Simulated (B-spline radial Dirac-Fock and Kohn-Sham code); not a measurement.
# Subshell cross sections of Mn¹²⁺, photon energy Ga Kα (9251.7 eV)

System: the Mn¹²⁺ ion, configuration [Ne] 3s2 3p1.

These are calculated numbers from an atomic code on a B-spline grid; the model is the independent-particle Dirac-Slater model, thresholds from Dirac-Fock. The asymmetry parameter β is from the dipole term alone. Kinetic energies are from the vacuum level. Open shells are spread statistically over j, without multiplet splitting.

```
subshell  electrons  binding (eV)  kinetic (eV)   σ (kb)     β
      1s          2        6915.7        2336.0        ?     ?
      2s          2        1132.4        8119.3     1.12  2.00
   2p1/2          2        1012.7        8239.0    0.215  0.75
   2p3/2          4        1002.2        8249.5    0.400  0.73
      3s          2         371.1        8880.6    0.222  2.00
   3p1/2       0.33         342.4        8909.3  0.00721  0.70
   3p3/2       0.67         340.4        8911.3   0.0135  0.69
```

**Question.** What are σ and β for 1s?

**Answer.** σ = 15.2 kb, the largest of all subshells and 89 % of the total, and β = 2.00.
